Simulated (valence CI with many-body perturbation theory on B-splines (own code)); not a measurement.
## Nd XLV: fill in the table

Method: valence CI with perturbative core correlation (CI+MBPT): six valence electrons over a frozen Dirac-Fock core [Ne], radial functions for each j: 9 s, 9 p, 8 d, 6 f, 3 g, 1 h, with the one-electron correlation potential Σ1 (screened to all orders), the two-electron term Σ2, the three-electron term Σ3, Breit, model QED; selected single and double excitations, second order for the rest, scaled by the run's own slope (own B-spline code, finite nucleus).

No measured spectrum was set against this ion. As an estimate, large intervals hold to a few tenths of a per cent, small ones and those within an open d or f shell to about a per cent. Among the levels kept, up to 1100 cm⁻¹ of a level comes from second order outside the variational space, and about a tenth of that is noise between levels of different J, which matters for small intervals.

```tsv
Level	E (eV)
(3s^2 3p1/2^2 3p3/2^2) J=2	0.00
(3s^2 3p1/2^2 3p3/2^2) J=0	14.81
(3s^2 3p1/2 3p3/2^3) J=1	126.10
(3s^2 3p1/2 3p3/2^3) J=2	133.83
(3s^2 3p1/2^2 3p3/2 3d3/2) J=2	178.43
(3s^2 3p1/2^2 3p3/2 3d3/2) J=1	183.66
(3s^2 3p1/2^2 3p3/2 3d3/2) J=0	184.65
(3s^2 3p1/2^2 3p3/2 3d3/2) J=3	184.79
(3s^2 3p1/2^2 3p3/2 3d5/2) J=4	?
(3s^2 3p1/2^2 3p3/2 3d5/2) J=2	?
(3s^2 3p1/2^2 3p3/2 3d5/2) J=3	?
(3s^2 3p1/2^2 3p3/2 3d5/2) J=1	237.62
(3s 3p1/2^2 3p3/2^3) J=2	261.84
(3s^2 3p3/2^4) J=0	265.65
(3s 3p1/2^2 3p3/2^3) J=1	277.34
(3s^2 3p1/2 3p3/2^2 3d3/2) J=2 [a]	?
(3s^2 3p1/2 3p3/2^2 3d3/2) J=0	?
(3s^2 3p1/2 3p3/2^2 3d3/2) J=1 [a]	?
(3s^2 3p1/2 3p3/2^2 3d3/2) J=3 [a]	303.82
(3s^2 3p1/2 3p3/2^2 3d3/2) J=4	311.23
```

Levels are named by their leading jj configuration (3d3/2^4 stands for four electrons in 3d with j = 3/2), which in mixed levels can hold well under half, so a name can repeat and another be missing. Letters in brackets count levels of one name in rising energy.

**Question.** The levels stand in rising order. What does the calculation give for the missing energies?

**Answer.** (3s^2 3p1/2^2 3p3/2 3d5/2) J=4 211.48; (3s^2 3p1/2^2 3p3/2 3d5/2) J=2 212.37; (3s^2 3p1/2^2 3p3/2 3d5/2) J=3 230.42; (3s^2 3p1/2 3p3/2^2 3d3/2) J=2 [a] 297.91; (3s^2 3p1/2 3p3/2^2 3d3/2) J=0 298.46; (3s^2 3p1/2 3p3/2^2 3d3/2) J=1 [a] 299.11.
